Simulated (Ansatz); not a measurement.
Cost and result for the atomization energy of `CB([SiH3])S` (11 atoms, 10 bonds).

```xyz
11

C     1.2259   -0.1911    0.8190
B     0.2315    0.1315   -0.3433
Si   -1.7667   -0.0856   -0.1128
S     0.7436    0.7076   -1.9428
H     1.0927   -1.2275    1.1499
H     0.9868    0.4234    1.6948
H     2.2802   -0.0420    0.5738
H    -2.5430    0.2741   -1.3308
H    -2.2444    0.7695    1.0121
H    -2.0865   -1.4987    0.2415
H     2.0800    0.7388   -1.7613
```

Charge 0, multiplicity 1. The geometry is a stationary point of PBE0-D4/def2-TZVP. It is one conformer, not always the lowest. Program: Ansatz. All runs use 2 threads of an AMD EPYC 7R32 on a shared host. Times are those of one run each, without the atoms' runs, and a repeat can differ threefold. Electronic energies, without spin–orbit coupling; frozen cores. CCSD(T)/CBS adds CCSD(T) − MP2 in def2-TZVPP to the MP2 limit, and its time is that of the two runs behind it. T1 = 0.014. HSE06 is the plane-wave form, built on full-range PBE exchange.

CCSD(T)/CBS is a level of theory with its own doubt, some kJ/mol a heavy atom from the limit and from the frozen cores, so smaller differences don't rank the functionals.

```
                             level  functions  wall time  atomization (kcal/mol)  difference from CCSD(T)/CBS  per bond
            LDA (SPW92)/def2-TZVPP        244      1.8 s                   998.7                        110.3      11.0
              revPBE-D4/def2-TZVPP        244      2.7 s                   882.5                         -5.9      -0.6
                BLYP-D4/def2-TZVPP        244      2.9 s                   884.2                         -4.2      -0.4
   PBE-D4/def2-TZVPP (with forces)        244      3.5 s                   898.2                          9.8       1.0
                PBE0-D4/def2-TZVPP        244      4.2 s                   891.7                          3.3       0.3
                  CCSD(T)/def2-SVP         99      4.3 s                   845.1                        -43.3      -4.3
               HSE06-D4/def2-TZVPP        244      4.5 s                   892.1                          3.7       0.4
           CAM-B3LYP-D4/def2-TZVPP        244      4.9 s                   893.2                          4.8       0.5
r2SCAN-D4/def2-TZVPP (with forces)        244        6 s                   895.8                          7.4       0.7
                 B97M-V/def2-TZVPP        244       12 s                   899.9                         11.5       1.2
                    MP2/def2-QZVPP        464       29 s                   882.9                         -5.5      -0.6
                CCSD(T)/def2-TZVPP        244    5.2 min                   868.4                        -20.0      -2.0
                 CCSD(T)/CBS(def2)          –    5.7 min                   888.4                          0.0       0.0
```

Leaving LDA and LC-ωPBE aside and taking each functional with its dispersion term where it has one, the values, not all of them listed here, spread over 22.5 kcal/mol, from BHLYP-D4 to B97M-V. LDA lies +106.1 kcal/mol from PBE without D4, its usual overbinding. At CCSD(T), def2-SVP lies −43.3 kcal/mol from the extrapolated value and def2-TZVPP −20.0 kcal/mol: correlation converges slowly with the basis, and small sets miss more of it in the bonded molecule than in its fragments. In def2-TZVPP, CCSD(T) changes the Hartree–Fock value by +188.0 kcal/mol (the triples alone add +10.3 kcal/mol) and MP2 by +190.8 kcal/mol; breaking electron pairs costs correlation energy, which Hartree–Fock lacks.
